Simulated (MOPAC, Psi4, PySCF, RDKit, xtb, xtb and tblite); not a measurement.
Two geometries of SMILES C=Cc1ccc(OC)cc1 (C₉H₁₀O), singlet, relaxed at GFN2-xTB with one dihedral held; other torsions can differ between them too.

Structure A

```
20

C      3.7711     0.4919    -0.6896
C      2.7704    -0.3610    -0.5038
C      1.3700    -0.0308    -0.2736
C      0.9022     1.2795    -0.1651
C     -0.4336     1.5457     0.0525
C     -1.3502     0.5030     0.1533
O     -2.6786     0.7113     0.4477
C     -3.3965     1.5210    -0.4568
C     -0.8958    -0.8088     0.0661
C      0.4426    -1.0667    -0.1448
H      3.6369     1.5599    -0.6883
H      4.7772     0.1457    -0.8532
H      2.9810    -1.4237    -0.5227
H      1.5928     2.1052    -0.2378
H     -0.7691     2.5683     0.1456
H     -4.4232     1.5366    -0.0951
H     -3.3720     1.0983    -1.4671
H     -3.0132     2.5458    -0.4916
H     -1.6069    -1.6137     0.1722
H      0.7802    -2.0911    -0.2155
```

Structure B

```
20

C      3.7591     0.4790    -0.7104
C      2.7575    -0.3734    -0.5257
C      1.3656    -0.0442    -0.2522
C      0.8882     1.2623    -0.1769
C     -0.4416     1.5338     0.0839
C     -1.3419     0.4914     0.2794
O     -2.6703     0.6408     0.5406
C     -3.1978     1.9416     0.6243
C     -0.8779    -0.8233     0.2071
C      0.4479    -1.0806    -0.0541
H      3.6316     1.5472    -0.6730
H      4.7589     0.1325    -0.9080
H      2.9626    -1.4363    -0.5752
H      1.5631     2.0910    -0.3256
H     -0.7648     2.5621     0.1321
H     -4.2588     1.8167     0.8351
H     -3.0791     2.4859    -0.3185
H     -2.7338     2.5131     1.4348
H     -1.5839    -1.6244     0.3600
H      0.7875    -2.1054    -0.1064
```

**Question.** Which is lower in energy at the level PBE0-D3(BJ)/def2-SVP // GFN2-xTB (Psi4), and by how much?

**Answer.** B is lower, by 14.15 kJ/mol (dihedral C5–C6–O7–C8: 60° in A, 0° in B).

E(B) − E(A) in kJ/mol at the other levels, on the same two geometries: GFN2-xTB (xtb and tblite) -15.49; MMFF94 // GFN2-xTB (RDKit) -8.60; PBE0/def2-SVP // GFN2-xTB (Psi4) -14.13; PBE/def2-SVP // GFN2-xTB (Psi4) -15.77; PBE-D3(BJ)/def2-SVP // GFN2-xTB (Psi4) -15.87; UFF // GFN2-xTB (RDKit) -13.38; PM3, restricted, heats of formation // GFN2-xTB (MOPAC) -3.32; AM1, restricted, heats of formation // GFN2-xTB (MOPAC) -4.39; GFN1-xTB // GFN2-xTB (xtb) -11.09; restricted B3LYP/6-31G*, spherical d, density fitting // GFN2-xTB (PySCF) -11.75.
